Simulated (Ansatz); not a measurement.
Program: Ansatz. Geometries: PBE0-D4/def2-TZVP. ΔE: electronic, gas phase. CBS: MP2 limit from def2 TZ/QZ plus the TZ coupled-cluster correction, frozen cores. This one scheme is used for every species. DFT in def2-TZVPP. HSE06 is defined as in plane-wave codes. def2 core potentials past Kr. For Ge, Te outer-core shells are correlated without core-valence functions, which leaves a few kJ/mol of doubt a bond. Scalar relativity is left out up to krypton. One conformer a species, not always the lowest.

Consider the ligand exchange at a Ge–Te bond: `[OH][GeH2][TeH]` + H₂S → `[OH][GeH2][SH]` + H₂Te.

| level | ΔE (kcal/mol) |
| --- | --- |
| HSE06-D4 | 3.6 |
| BHLYP-D4 | 3.6 |
| ωB97X-V | 2.6 |
| HF/def2-QZVPP | 2.4 |

Problem. What does CCSD(T)/CBS give? (Estimate.)

Solution. Ansatz gave: +3.9 kcal/mol. The listed levels differ from it by -0.3, -0.3, -1.3, -1.5 kcal/mol.

Largest T1 diagnostic among the species: 0.012.

Leaving LDA and LC-ωPBE aside and taking each functional with its dispersion term where it has one, the values, not all of them listed here, spread over 2.8 kcal/mol, from B97M-V to BHLYP-D4. At CCSD(T), def2-SVP lies −1.0 kcal/mol from the extrapolated value and def2-TZVPP −1.3 kcal/mol.
